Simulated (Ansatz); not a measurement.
CuF2⁺. Total charge 1; triplet. Geometry PBE-D4/def2-TZVP; atoms count from 1.

Cartesian coordinates in Å:
```
Cu 0.0000 -0.0001 0.0000
F -0.4627 -0.4997 -1.5788
F 0.4627 0.4998 1.5787
```

Estimate the Mulliken populations from the PBE0/def2-TZVP orbitals of Ansatz.


```
atom  charge (e)  spin (α − β)  d electrons
 Cu1        1.30          0.95         9.19
  F2       -0.15          0.53            –
  F3       -0.15          0.53            –
```
Mulliken values and Mayer orders depend strongly on the basis.

Where does the spin sit?

Summed by element: Cu 0.95, F 1.05, of 2 unpaired in all. Largest on single atoms: Cu1 0.95, F2 0.53, F3 0.53.

And the Mayer bond orders between bonded heavy atoms (over 0.3)?

Cu1–F2 0.82 (1.72 Å); Cu1–F3 0.82 (1.72 Å). Values over 0.3 also appear between atoms too far apart for a bond (F2–F3 0.35 at 3.44 Å); they arise where an orbital or an unpaired electron spreads over both atoms.
